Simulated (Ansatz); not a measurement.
Task: Name a neutral molecule of C, F, N, O, Si and H with HOMO energy (B3LYP/def2-TZVPP) between -7.50 and -7.20 eV and LUMO energy (ωB97M-V/def2-TZVPP) between 0.85 and 1.15 eV (Ansatz, PBE0-D4/def2-TZVP geometry).

Result: `OC1(F)C=N[SiH2]1` (-7.41 eV, 1.09 eV); `NC1(F)O[SiH2]1` (-7.25 eV, 0.91 eV); `C=N[SiH](O)F` (-7.36 eV, 0.86 eV). Other molecules can fit too; these were computed, each in one conformer that needn't be the lowest.

B3LYP here is the variant with VWN-RPA as its local correlation; programs differ in this.
